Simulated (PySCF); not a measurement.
C7H8N2 (charge +1 and doublet state).
Structure used (GFN2-xTB), in Å, numbered top down from 1:
```
atom  x, y, z in Å
C1    -2.3621    0.4316   -0.2888
C2    -1.3133   -0.5199    0.2285
C3     0.0944    0.0839    0.3117
C4     0.0528    1.1827    1.2716
N5    -0.0071    2.0454    2.0088
C6     1.1452   -0.8496    0.8173
C7     2.4479   -0.7731    0.4876
C8     2.9787    0.2332   -0.3384
N9     3.3757    1.0130   -1.0773
H10   -3.3086   -0.0895   -0.4273
H11   -2.5618    1.2365    0.4275
H12   -2.0629    0.9054   -1.2231
H13   -1.2468   -1.3754   -0.4605
H14   -1.6166   -0.9383    1.1947
H15    0.3886    0.5386   -0.6457
H16    0.8205   -1.6060    1.5215
H17    3.1685   -1.5066    0.8315
```

The hyperfine couplings belong to this conformer and change with its torsions.

The species is `CC[C@@H](C#N)[CH+][CH]C#N` [radical] (charge +1).

Method used: UKS B3LYP, pcH-1 on C H N, non-relativistic, mean-field spin-orbit, GIAO in PySCF. One conformer (not necessarily the lowest) at the GFN2-xTB geometry, without solvent, vibrations or thermal averaging. Couplings are sensitive to structure, and on GFN2-xTB geometries they can be far from those on DFT ones, by a factor of two or more for some ions and for spin on atoms past the first row. No stability test was run, so a lower SCF solution isn't excluded.

Q: The isotropic 14N couplings are +5.8, +3.7 MHz. Assign them to N5; N9.

A: 
```json
{"site": "N5", "a_iso (MHz)": "+3.7", "ρ(0) (bohr⁻³)": "+0.0114", "position": "3 bonds from C6", "distance from C7 (Å)": "4.04", "spin population": "+0.11", "largest |T| (MHz)": "11.5"}
{"site": "N9", "a_iso (MHz)": "+5.8", "ρ(0) (bohr⁻³)": "+0.0180", "position": "a main spin site", "distance from C7 (Å)": "2.55", "spin population": "+0.31", "largest |T| (MHz)": "27.6"}
```

ρ(0) is the spin density at the nucleus and T the dipolar tensor; entries for several nuclei are means. Largest spin populations (Mulliken): C7 (+0.32), N9 (+0.31), C6 (+0.30) and N5 (+0.11). Three atoms exceed +0.15. Main spin sites, with 60 % or more of the largest population: C6, C7, N9; positions count bonds from the nearest.

Nuclei that the bonding pattern makes equivalent are averaged, as if the motion that swaps them (rotation, inversion, ring flip) were fast. The three 1H nuclei of mean +9.9 MHz run from -0.8 to 20.0 MHz in the frozen geometry.

The SMILES `CC[C@@H](C#N)[CH+][CH]C#N` draws the unpaired electron on C7, whose computed spin population is only +0.32.
